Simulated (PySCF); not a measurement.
**Phosphorus: a sound run and one with changed settings**

Sound run: P⁺ [Ne] 3s2 3p2, P²⁺ [Ne] 3s2 3p1. Computed with PySCF 2.14 in x2c-SVPall (4s3p1d, 18 functions), with scalar relativity by spin-free X2C-1e. In the sound run the correlated levels freeze [Ne]. The sound run starts from symmetry-adapted Hartree-Fock orbitals and uses a fine grid where one is needed.

Changed run: initial guess 1e, at most 8 SCF cycles. This setting is unsound on purpose.

| species | method | sound run (hartree) | changed run (hartree) | converged |
| --- | --- | --- | --- | --- |
| P⁺ | UHF | -341.03801 | -341.03801 | yes |
| P⁺ | M06-2X | -341.57119 | -341.57119 | yes |
| P⁺ | PBE | -341.41847 | -341.41847 | yes |
| P⁺ | MP2 | -341.08769 | -341.08769 | yes |
| P⁺ | CCSD(T) | -341.10868 | -341.10868 | yes |
| P²⁺ | UHF | -340.33331 | -340.33331 | yes |
| P²⁺ | M06-2X | -340.85129 | -340.85129 | yes |
| P²⁺ | PBE | -340.69114 | -340.69114 | yes |
| P²⁺ | MP2 | -340.37261 | -340.37261 | yes |
| P²⁺ | CCSD(T) | -340.39270 | -340.39270 | yes |

Ionisation energy of P⁺:

```json
{"method": "UHF", "sound run (eV)": "19.176", "changed run (eV)": "19.176"}
{"method": "M06-2X", "sound run (eV)": "19.590", "changed run (eV)": "19.590"}
{"method": "PBE", "sound run (eV)": "19.792", "changed run (eV)": "19.792"}
{"method": "MP2", "sound run (eV)": "19.458", "changed run (eV)": "19.458"}
{"method": "SCS-MP2", "sound run (eV)": "19.381", "changed run (eV)": "19.381"}
{"method": "CCSD", "sound run (eV)": "19.475", "changed run (eV)": "19.475"}
{"method": "CCSD(T)", "sound run (eV)": "19.483", "changed run (eV)": "19.483"}
```

Here the setting changes nothing at the digits shown.

For comparison, NIST gives 19.769 eV between the lowest levels.
